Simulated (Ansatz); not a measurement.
```yaml
crystal:
  periodic: [false, false, false]
  atoms:
    - {symbol: Al, position_ang: [-3.104827, 1.150415, -0.057697]}
    - {symbol: Al, position_ang: [1.086035, -3.546006, 0.134731]}
    - {symbol: Al, position_ang: [-1.516741, -1.082929, 0.082668]}
    - {symbol: Al, position_ang: [1.079668, -1.084835, -0.132039]}
    - {symbol: Al, position_ang: [1.087720, 1.514370, 0.049685]}
    - {symbol: Al, position_ang: [-1.141995, 3.108584, -0.079280]}
    - {symbol: Al, position_ang: [3.544477, -1.095176, 0.102667]}
    - {symbol: N, position_ang: [-3.196300, -0.583712, 0.049956]}
    - {symbol: N, position_ang: [-2.854313, 2.861475, -0.128750]}
    - {symbol: N, position_ang: [-0.261523, -2.417474, 0.233199]}
    - {symbol: N, position_ang: [2.489986, -2.500769, -0.242448]}
    - {symbol: N, position_ang: [0.593507, 3.195113, 0.006123]}
    - {symbol: N, position_ang: [2.420797, 0.256814, 0.197091]}
    - {symbol: N, position_ang: [-0.226471, 0.224130, -0.215906]}
basis:
  gaussian: {orbitals: def2-SVPD, fitting: {mean_field: cc-pVTZ-jkfit}, point_charges: [{charge: 2.00, position_ang: [6.079, 0.280, -0.184]}]}
hamiltonian: {xc: {name: r2SCAN50}, dispersion: d3bj}
accuracy: high
scf: {lower_state_search: full}
output: {forces: true}
```

```sh
$ ansatz run in.yaml --threads 2 --pin off --events-out ev --progress --plain --max-ram 32768MiB --backend cuda --devices 0, --max-vram 18GiB
```

It prints (some lines left out):

```
Warning: the engine holds no damping parameters fitted to this dispersion correction and functional, so the run takes those fitted to r2scan50 beside the three-body term, which d3bj leaves out (hamiltonian.dispersion, under Limitations)
Functional definition: r2SCAN50
1400 factors; integrals over basis functions are off by at most 1.4e-1 eV
mean field evaluation 1: about -56552.9164 eV, gradient 1.2e2 eV
mean field evaluation 2: about -56552.9176 eV, gradient 1.2e2 eV
mean field evaluation 4: about -56563.7050 eV, gradient 8.5e1 eV
mean field evaluation 8: about -56587.1405 eV, gradient 9.6e0 eV
mean field evaluation 16: about -56587.4409 eV, gradient 2.1e-1 eV
mean field evaluation 32: about -56587.4433 eV, gradient 2.7e-3 eV
mean field evaluation 64: about -56587.4433 eV, gradient 2.3e-7 eV
mean field evaluation 96: about -56531.2019 eV, gradient 1.2e2 eV
mean field evaluation 128: about -56584.5834 eV, gradient 1.5e1 eV
mean field -56587.44333691 eV, -2079.5501862849 hartree, gradient 7.5e-8 eV, S^2 0.000000; 8 other end points of the search recorded, 0 dependent functions left out
reference -56587.44333774 eV, -2079.5501863152 hartree; 70, 70 occupied and 238, 238 virtual orbitals, 1400 factors
Total energy: -56587.77196905 eV, -2079.5622632930 hartree
Atom 0 at    -3.104827     1.150415    -0.057697 Å, force    -0.929128     0.374110    -0.010752 eV/Å
Atom 1 at     1.086035    -3.546006     0.134731 Å, force     0.282171     1.734331    -0.234516 eV/Å
Atom 2 at    -1.516741    -1.082929     0.082668 Å, force     1.308194    -1.118519    -0.009469 eV/Å
Atom 3 at     1.079668    -1.084835    -0.132039 Å, force     0.289531    -0.407356     0.215214 eV/Å
Atom 4 at     1.087720     1.514370     0.049685 Å, force     2.206223    -1.532907    -0.261869 eV/Å
Atom 5 at    -1.141995     3.108584    -0.079280 Å, force    -0.328218     0.738221     0.083419 eV/Å
Atom 6 at     3.544477    -1.095176     0.102667 Å, force     2.179852     1.548396    -1.458786 eV/Å
Atom 7 at    -3.196300    -0.583712     0.049956 Å, force     0.084032     0.399964    -0.149149 eV/Å
Atom 8 at    -2.854313     2.861475    -0.128750 Å, force     0.664207    -0.626886     0.130736 eV/Å
Atom 9 at    -0.261523    -2.417474     0.233199 Å, force     0.508684    -0.041816    -0.092061 eV/Å
Atom 10 at     2.489986    -2.500769    -0.242448 Å, force    -0.371063     0.304166     0.929132 eV/Å
Atom 11 at     0.593507     3.195113     0.006123 Å, force    -0.416312    -0.074338    -0.119231 eV/Å
Atom 12 at     2.420797     0.256814     0.197091 Å, force     0.121014    -0.345202    -0.225181 eV/Å
Atom 13 at    -0.226471     0.224130    -0.215906 Å, force    -0.952572     0.745139     0.298127 eV/Å
Dipole moment:    -8.831373    -2.021376     0.390598 e Å
```

It took 38 s on 2 threads of AMD EPYC 7R13 on a shared host and a share (18 GiB) of an NVIDIA H100 80GB HBM3, peak host memory 1.1 GiB.

The restricted singlet is unstable towards broken spin symmetry at other levels; at RKS r2SCAN50-D3(BJ)/def2-SVPD this wasn't settled.
